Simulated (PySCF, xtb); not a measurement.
SnCl₃I, SMILES [Cl][Sn]([Cl])([Cl])[I].

GFN2-xTB run with xtb at its own geometry gives an orbital gap of 2.01 eV and a dipole moment of 3.13 D.

Geometry: PBE0-D3(BJ)/def2-SVP. The structure was generated by enumeration; whether it is a known compound was not checked. The def2 effective core potentials stand for the cores of I, Sn; spin–orbit coupling is left out.

Task: What does PySCF with ωB97X/def2-TZVP give? (The exact figures need the calculation; the answer reports its results.)

Result: gap 9.25 eV (levels -10.85 and -1.60 eV), dipole 1.66 D.
